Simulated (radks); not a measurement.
All-electron atom: Mg3.5+ in [He] 2s2 2p(up 3, down 1.5) (fractional occupations, a model configuration). Calculated with a radial shooting solver on a logarithmic mesh with Libxc functionals: non-relativistic Kohn-Sham, PBEsol, spin-polarised, spherical densities, point nucleus.

X-ray form factor f0, the Fourier transform of the density (f0(0) = 8.5):

| sin(theta)/lambda (1/angstrom) | f0 (electrons) |
|---|---|
| 0.05 | 8.440 |
| 0.1 | 8.264 |
| 0.15 | 7.983 |
| 0.2 | 7.614 |
| 0.25 | 7.178 |
| 0.3 | 6.697 |
| 0.4 | 5.686 |
| 0.5 | 4.721 |
| 0.6 | 3.885 |
| 0.8 | 2.689 |
| 1 | 2.019 |
| 1.25 | 1.603 |
| 1.5 | 1.390 |
| 2 | 1.120 |
